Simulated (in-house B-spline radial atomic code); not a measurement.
Inner-shell binding energies (edges) and X-ray emission energies of free atoms and ions, as differences of relaxed hole-state energies with first-order Breit, QED and recoil terms, without correlation or multiplet splittings, in NIST's listed ground configurations. For neutral atoms such line energies lie within some 1 to 5 eV of tabulated X-ray lines (up to 20 eV for the heaviest). K = 1s, L1 = 2s. A dash marks a subshell that is part filled or wasn't run, or a line left out. Computed with a B-spline radial code for spherical atoms: Dirac-Hartree-Fock, average of the configuration, finite nuclei.

| ion | configuration | K edge (eV) | L1 edge (eV) |
| --- | --- | --- | --- |
| Mg7+ | [He] 2s2 2p1 | 1580.67 | 284.22 |
| Al7+ | [He] 2s2 2p2 | 1822.59 | 308.98 |
| Si7+ | [He] 2s2 2p3 | 2083.4 | 334.69 |
| P7+ | [He] 2s2 2p4 | 2363.17 | 361.37 |
| S7+ | [He] 2s2 2p5 | ? | ? |
| Cl7+ | [He] 2s2 2p6 | 2979.74 | 417.68 |
| K7+ | [Ne] 3s2 | ? | ? |
| Ca7+ | [Ne] 3s2 3p1 | 4198.46 | 590.13 |
| Sc7+ | [Ne] 3s2 3p2 | 4651.98 | 654.04 |
| Ti7+ | [Ne] 3s2 3p3 | ? | ? |
| V7+ | [Ne] 3s2 3p4 | 5630.72 | 792.05 |
| Cr7+ | [Ne] 3s2 3p5 | 6156.1 | 866.2 |
| Mn7+ | [Ne] 3s2 3p6 | 6705.59 | 943.79 |

Question: Fill in the row of S7+.

Answer: K edge (eV): 2661.93; L1 edge (eV): 389.03.

Question: Fill in the row of K7+.

Answer: K edge (eV): 3768.74; L1 edge (eV): 529.59.

Question: Fill in the row of Ti7+.

Answer: K edge (eV): 5129.38; L1 edge (eV): 721.34.
